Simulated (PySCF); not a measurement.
## Frontier orbitals and the lowest excitations

C4H7F3OS.
Structure used (PBE0-D3(BJ)/def2-SVP), in Å, numbered top down from 1:
```xyz
16
C4H7F3OS angstrom
C     -2.5455    0.3182   -0.2459
C     -1.1682   -0.0306    0.2786
S      0.0437    0.1984   -1.0687
O     -0.3325   -0.7990   -2.1257
C      1.4949   -0.5535   -0.2162
C      2.2724    0.3935    0.6581
F      3.3105   -0.2245    1.2215
F      1.5140    0.8840    1.6507
F      2.7409    1.4313   -0.0339
H     -3.3084    0.1198    0.5209
H     -2.7745   -0.2904   -1.1326
H     -2.6130    1.3806   -0.5262
H     -0.8498    0.6023    1.1208
H     -1.1021   -1.0908    0.5715
H      1.1707   -1.4321    0.3591
H      2.1304   -0.8861   -1.0489
```

The calculation used PySCF 2.14.0, density-fitted response routines, TDDFT CAM-B3LYP/def2-SVPD, vertical, gas phase, core orbitals frozen in the response.

Kohn–Sham orbitals with the atoms that hold most of them (Löwdin shares over 4%, at most four atoms; ? is withheld):

```csv
orbital,ε (eV),atoms
HOMO-3,-12.32,"C1 29%, H10 16%, O4 14%, S3 13%"
HOMO-2,-11.74,"O4 19%, C2 19%, C1 17%, S3 12%"
HOMO-1,-9.66,?
HOMO,-8.52,?
LUMO,?,"S3 37%, C1 10%, C5 10%, C2 7%"
LUMO+1,1.09,"S3 20%, H15 11%, C5 10%, C6 9%"
LUMO+2,1.34,"S3 60%, O4 12%, C2 6%, C5 4%"
```

Problem. Give the leading atoms of the HOMO-1.

Solution. O4 (bonded to S) 65%; S3 (bonded to 2 C and O) 12%; C5 (bonded to C, S and 2 H) 9%; C2 (bonded to C, S and 2 H) 8%. By element: oxygen 65%, carbon 16% or more, sulfur 12%.

Problem. Give the leading atoms of the HOMO.

Solution. O4 (bonded to S) 53%; S3 (bonded to 2 C and O) 30%; C2 (bonded to C, S and 2 H) 8%; C5 (bonded to C, S and 2 H) 6%. By element: oxygen 53%, sulfur 30%, carbon 13% or more.

Problem. What is the LUMO energy, and the HOMO–LUMO gap?

Solution. ε(LUMO) = 0.93 eV; the gap is 9.45 eV (0.3471 hartree).

Problem. How does S1 compare with the orbital gap of 9.45 eV?

Solution. S1 is at 5.86 eV (f = 0.023), 3.59 eV below the gap, made of HOMO→LUMO (60%), HOMO→LUMO+2 (19%), HOMO→LUMO+5 (8%). 

Next come S2 at 6.09 eV (f 0.039), HOMO→LUMO+2 (55%), HOMO→LUMO (18%), HOMO→LUMO+4 (13%); S3 at 6.82 eV (f 0.0021), HOMO→LUMO+1 (64%), HOMO→LUMO+5 (11%), HOMO→LUMO+4 (10%); S4 at 6.99 eV (f 0.0034), HOMO-1→LUMO+2 (43%), HOMO-1→LUMO (32%), HOMO-1→LUMO+5 (9%); S5 at 7.20 eV (f 0.064), HOMO→LUMO+3 (44%), HOMO-1→LUMO+2 (14%), HOMO→LUMO+1 (10%).

One conformer stands for the species.
